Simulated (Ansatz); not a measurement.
Steps of a relaxation of `CO[Si](C)(N)Cl` with RKS PBE0-D4/def2-TZVP.

```sh
$ ansatz run in.yaml --threads 2 --pin off --events-out ev --progress --plain --max-ram 22528MiB --backend cuda --devices 0, --max-vram 18GiB
```

```yaml
crystal:
  periodic: [false, false, false]
  atoms:
    - {symbol: C, position_ang: [1.228020, 1.518790, -0.806260]}
    - {symbol: O, position_ang: [1.116090, 0.123440, -0.809210]}
    - {symbol: Si, position_ang: [0.085200, -0.806320, 0.032600]}
    - {symbol: C, position_ang: [-1.752560, -0.505920, -0.330220]}
    - {symbol: N, position_ang: [0.316110, -0.525480, 1.721420]}
    - {symbol: Cl, position_ang: [0.648600, -2.637730, -0.610420]}
    - {symbol: H, position_ang: [2.114170, 1.779660, -1.385300]}
    - {symbol: H, position_ang: [0.348390, 1.973850, -1.265810]}
    - {symbol: H, position_ang: [1.330540, 1.898200, 0.211990]}
    - {symbol: H, position_ang: [-2.379590, -1.261240, 0.132140]}
    - {symbol: H, position_ang: [-2.073870, 0.461910, 0.042410]}
    - {symbol: H, position_ang: [-1.948050, -0.532550, -1.398580]}
    - {symbol: H, position_ang: [1.258020, -0.506860, 2.081710]}
    - {symbol: H, position_ang: [-0.291070, -0.979760, 2.383530]}
basis:
  gaussian: {orbitals: def2-TZVP}
hamiltonian: {xc: pbe0, dispersion: d4}
relax: {f_tol: 0.005, max_steps: 150}
```

Positions (Å) and forces (eV/Å) along the path, 10 of 13 steps:

```xyz
14
step=1 energy=-26135.0006 eV
C     1.228    1.519   -0.806   -0.073   -0.024    0.073
O     1.116    0.123   -0.809    0.096   -0.105   -0.107
Si    0.085   -0.806    0.033   -0.879    0.798    0.660
C    -1.753   -0.506   -0.330    0.801   -0.159   -0.017
N     0.316   -0.525    1.721    0.079   -0.054   -0.505
Cl    0.649   -2.638   -0.610    0.035   -0.789   -0.159
H     2.114    1.780   -1.385   -0.002    0.110    0.002
H     0.348    1.974   -1.266   -0.033    0.160   -0.064
H     1.331    1.898    0.212    0.042    0.149    0.066
H    -2.380   -1.261    0.132   -0.076   -0.224    0.145
H    -2.074    0.462    0.042    0.049    0.227    0.129
H    -1.948   -0.533   -1.399    0.028   -0.057   -0.215
H     1.258   -0.507    2.082    0.048   -0.041   -0.028
H    -0.291   -0.980    2.384   -0.116    0.011    0.019
14
step=2 energy=-26135.0650 eV
C     1.213    1.535   -0.797   -0.031   -0.001    0.054
O     1.108    0.134   -0.811    0.098   -0.093   -0.107
Si    0.082   -0.802    0.034   -0.421    0.148    0.280
C    -1.729   -0.514   -0.340    0.373   -0.043    0.029
N     0.333   -0.524    1.712    0.077   -0.102   -0.224
Cl    0.572   -2.705   -0.593    0.006   -0.006    0.019
H     2.096    1.811   -1.375    0.003    0.027   -0.001
H     0.337    2.003   -1.256   -0.028    0.025   -0.016
H     1.321    1.920    0.221   -0.003    0.019    0.032
H    -2.353   -1.260    0.155   -0.012   -0.033    0.027
H    -2.030    0.474    0.014   -0.021    0.048    0.006
H    -1.919   -0.576   -1.412    0.019   -0.021   -0.011
H     1.278   -0.567    2.069   -0.080   -0.016   -0.030
H    -0.309   -0.929    2.378    0.020    0.050   -0.059
14
step=3 energy=-26135.0761 eV
C     1.202    1.535   -0.789   -0.043    0.014    0.053
O     1.102    0.132   -0.817    0.109   -0.007   -0.135
Si    0.073   -0.796    0.035   -0.016   -0.020    0.127
C    -1.716   -0.510   -0.342    0.006    0.019    0.013
N     0.347   -0.526    1.701    0.023   -0.062    0.001
Cl    0.555   -2.710   -0.578   -0.001    0.029    0.000
H     2.085    1.823   -1.361   -0.003   -0.004    0.005
H     0.325    2.006   -1.248   -0.005   -0.004   -0.002
H     1.304    1.913    0.233   -0.006   -0.012    0.004
H    -2.341   -1.241    0.177   -0.004    0.032   -0.017
H    -2.016    0.492   -0.022   -0.019   -0.036   -0.030
H    -1.901   -0.609   -1.415    0.000    0.000    0.043
H     1.291   -0.614    2.053   -0.092    0.000   -0.019
H    -0.312   -0.895    2.372    0.052    0.050   -0.043
14
step=6 energy=-26135.0830 eV
C     1.171    1.517   -0.767    0.007   -0.009    0.041
O     1.112    0.111   -0.868    0.033   -0.015   -0.043
Si    0.096   -0.812    0.014   -0.080    0.130    0.064
C    -1.694   -0.499   -0.343   -0.013   -0.036    0.000
N     0.387   -0.528    1.671    0.037   -0.012   -0.033
Cl    0.544   -2.726   -0.596    0.043   -0.045   -0.014
H     2.061    1.859   -1.296    0.005   -0.003   -0.008
H     0.294    1.986   -1.226   -0.001   -0.010   -0.007
H     1.234    1.841    0.278   -0.004    0.007   -0.009
H    -2.330   -1.184    0.223   -0.010    0.004    0.002
H    -1.978    0.524   -0.086    0.014   -0.001   -0.003
H    -1.892   -0.662   -1.404   -0.016    0.009   -0.005
H     1.312   -0.671    2.047   -0.021   -0.003    0.016
H    -0.319   -0.757    2.352    0.006   -0.015   -0.001
14
step=7 energy=-26135.0841 eV
C     1.176    1.519   -0.769   -0.011    0.006    0.013
O     1.113    0.113   -0.864    0.005    0.000   -0.015
Si    0.091   -0.805    0.017    0.002    0.006    0.008
C    -1.700   -0.500   -0.342   -0.010   -0.015   -0.004
N     0.383   -0.529    1.674    0.004    0.003    0.005
Cl    0.558   -2.720   -0.593    0.000    0.003    0.000
H     2.067    1.855   -1.302    0.003   -0.003    0.002
H     0.301    1.987   -1.232    0.003   -0.001   -0.005
H     1.239    1.850    0.273    0.003   -0.001   -0.004
H    -2.335   -1.185    0.225    0.001    0.004    0.002
H    -1.983    0.523   -0.085    0.007    0.002    0.001
H    -1.901   -0.661   -1.403   -0.001    0.002    0.002
H     1.309   -0.669    2.048   -0.009   -0.003    0.002
H    -0.318   -0.779    2.353    0.004   -0.001   -0.006
14
step=8 energy=-26135.0842 eV
C     1.176    1.520   -0.769    0.005    0.005    0.003
O     1.113    0.114   -0.867   -0.010   -0.001   -0.002
Si    0.091   -0.805    0.016    0.003   -0.008   -0.008
C    -1.700   -0.502   -0.341   -0.008   -0.001   -0.001
N     0.383   -0.528    1.673    0.004    0.004    0.005
Cl    0.559   -2.719   -0.595    0.003    0.001    0.001
H     2.070    1.856   -1.296    0.001    0.001    0.001
H     0.303    1.989   -1.237    0.003   -0.003    0.000
H     1.234    1.850    0.273   -0.003   -0.001   -0.003
H    -2.335   -1.182    0.232    0.004    0.004   -0.001
H    -1.979    0.524   -0.087   -0.001    0.001   -0.001
H    -1.905   -0.666   -1.401    0.001    0.001    0.005
H     1.308   -0.674    2.048    0.001   -0.001    0.003
H    -0.319   -0.777    2.351   -0.002   -0.001   -0.002
14
step=9 energy=-26135.0843 eV
C     1.175    1.521   -0.769    0.007    0.002   -0.004
O     1.111    0.115   -0.872   -0.013    0.002    0.007
Si    0.092   -0.805    0.014    0.008   -0.004   -0.008
C    -1.700   -0.502   -0.339   -0.002    0.002    0.001
N     0.385   -0.528    1.671    0.005    0.000    0.004
Cl    0.563   -2.719   -0.596   -0.001    0.001    0.000
H     2.076    1.857   -1.284   -0.003   -0.001    0.003
H     0.308    1.991   -1.246    0.004   -0.001    0.002
H     1.221    1.847    0.275   -0.003   -0.001   -0.003
H    -2.334   -1.177    0.241    0.001    0.002   -0.003
H    -1.976    0.526   -0.091   -0.001   -0.003   -0.001
H    -1.910   -0.673   -1.397    0.000   -0.001    0.003
H     1.308   -0.681    2.047    0.000    0.002    0.000
H    -0.320   -0.773    2.347   -0.003    0.000    0.000
14
step=11 energy=-26135.0844 eV
C     1.177    1.523   -0.769    0.005    0.003   -0.005
O     1.103    0.118   -0.878    0.000    0.002    0.002
Si    0.090   -0.804    0.011   -0.002    0.003    0.003
C    -1.704   -0.505   -0.335    0.001    0.000    0.001
N     0.388   -0.526    1.667    0.000   -0.006   -0.005
Cl    0.563   -2.718   -0.600   -0.001    0.002    0.000
H     2.095    1.853   -1.258   -0.007   -0.002    0.004
H     0.327    2.002   -1.269    0.006   -0.003    0.004
H     1.197    1.846    0.277   -0.002   -0.001   -0.005
H    -2.335   -1.176    0.253    0.000    0.000   -0.002
H    -1.980    0.524   -0.092    0.000   -0.002   -0.001
H    -1.919   -0.683   -1.390   -0.001    0.000   -0.001
H     1.312   -0.679    2.041   -0.001    0.002    0.000
H    -0.316   -0.774    2.343    0.002    0.002    0.002
14
step=12 energy=-26135.0844 eV
C     1.178    1.523   -0.769    0.000    0.005    0.000
O     1.101    0.119   -0.880    0.004    0.004   -0.002
Si    0.089   -0.804    0.010   -0.001    0.003    0.005
C    -1.706   -0.507   -0.334    0.002    0.002    0.003
N     0.390   -0.526    1.666   -0.005   -0.002   -0.005
Cl    0.561   -2.716   -0.602    0.002   -0.006   -0.002
H     2.102    1.851   -1.248   -0.009   -0.004    0.005
H     0.335    2.005   -1.278    0.006   -0.003    0.003
H     1.188    1.846    0.277    0.001    0.000   -0.006
H    -2.335   -1.180    0.253    0.000    0.000    0.000
H    -1.983    0.522   -0.090   -0.001    0.000    0.000
H    -1.921   -0.684   -1.389    0.001    0.000    0.000
H     1.315   -0.677    2.039   -0.002    0.001   -0.001
H    -0.313   -0.773    2.344    0.003    0.001    0.002
14
step=13 energy=-26135.0844 eV
C     1.178    1.523   -0.769    0.002    0.004    0.000
O     1.100    0.119   -0.880    0.001    0.000   -0.001
Si    0.089   -0.804    0.010   -0.002    0.003    0.003
C    -1.706   -0.507   -0.333    0.000   -0.001   -0.001
N     0.390   -0.526    1.665   -0.002   -0.001   -0.002
Cl    0.560   -2.717   -0.603    0.001    0.000    0.000
H     2.104    1.850   -1.244   -0.005   -0.001    0.002
H     0.338    2.005   -1.281    0.003   -0.003    0.002
H     1.183    1.846    0.277    0.000   -0.001   -0.004
H    -2.335   -1.181    0.253    0.000    0.000    0.000
H    -1.984    0.521   -0.087    0.000    0.000    0.000
H    -1.921   -0.682   -1.389    0.000    0.000    0.000
H     1.315   -0.675    2.038    0.000    0.000    0.000
H    -0.312   -0.772    2.345    0.001    0.000    0.001
```

It took 27 s on 2 threads of an AMD EPYC 7R13 on a shared host and a share of an NVIDIA H100 80 GB, with 0.95 GiB of host memory at the peak.
